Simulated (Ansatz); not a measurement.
`FCC=C=[Se]` + H₂S → `SC=C=[Se]` + `CF` at 600 K and 1 bar (substitution at a C–C bond).

Calculated with Ansatz (gas phase, PBE0-D4/def2-TZVP geometries, no zero-point term in ΔE). CCSD(T)/CBS adds triple-zeta CCSD(T) − MP2 to the extrapolated MP2 energy (def2 sets, frozen cores). This one scheme is used for every species. For Se outer-core shells are correlated without core-valence functions, which leaves a few kJ/mol of doubt a bond. Scalar relativity is left out up to krypton. One conformer a species, not always the lowest.

| species | CCSD(T)/CBS energy (Eh) | H − E (kJ/mol) | S (J/(mol·K)) |
| --- | --- | --- | --- |
| `FCC=C=[Se]` | -2616.38582 | 182.1 | 401.7 |
| H₂S | -398.97279 | 60.8 | 230.9 |
| `SC=C=[Se]` | -2875.71778 | 120.1 | 379.3 |
| `CF` | -139.63461 | 127.6 | 254.6 |

H − E and S are ideal-gas, rigid-rotor, harmonic terms from PBE0-D4/def2-TZVP, for one conformer and one mirror image of each species. 1 Eh = 2625.50 kJ/mol, R = 8.31446 J/(mol·K).

**Question.** By hand: ΔE, ΔH, ΔS and ΔG.

**Answer.** ΔE = (-2875.71778) + (-139.63461) − (-2616.38582) − (-398.97279) = 0.00622 Eh = 16.3 kJ/mol. Δ(H − E) = 120.1 + 127.6 − 182.1 − 60.8 = 4.8, so ΔH = 21.1 kJ/mol. ΔS = 379.3 + 254.6 − 401.7 − 230.9 = 1.3 J/(mol·K). ΔG = 21.1 − 600 × (1.3)/1000 = 20.3 kJ/mol.

**Question.** By hand: the equilibrium constant, and the temperature at which ΔG would vanish if ΔH and ΔS stayed fixed.

**Answer.** log₁₀ K = −ΔG/(RT ln 10) = -1.8. ΔG = 0 at ΔH/ΔS = 16231 K, far beyond where these terms or the molecules hold.

The number of gas molecules stays the same, so ΔS is small and ΔH decides. A doubt of 5 kJ/mol in ΔE shifts log₁₀ K by 0.4 here. Other conformers and mirror images would add mixing entropy, several J/(mol·K) or more a flexible species. These are equilibria of isolated gas molecules and say nothing of rates. Largest T1 diagnostic: 0.016 (customary marks: 0.02 for closed shells, 0.045 for open ones).
